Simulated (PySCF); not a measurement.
Method: ωB97X-D3(BJ)/def2-TZVP // PBE0-D3(BJ)/def2-TZVP (PySCF). Gas-phase values, no solvent. Excitations are Tamm–Dancoff values on a coarser integration grid. The basis has no diffuse functions, so Rydberg states are missing or too high.

Reference species (SMILES): `C=[SiH2]` (neutral, multiplicity 1).

```yaml
brightest of the four lowest singlets (TDA): 5.60 eV
HOMO–LUMO gap: 9.66 eV
```

Changed species: `C=[SiH][SiH3]` (X = silyl; the reference has X = H).

Task: What does the change do to the brightest of the four lowest singlets (TDA) and HOMO–LUMO gap?

Result: the brightest of the four lowest singlets (TDA) falls by 0.28 eV, to 5.32 eV; the HOMO–LUMO gap drops by 0.37 eV, to 9.29 eV.
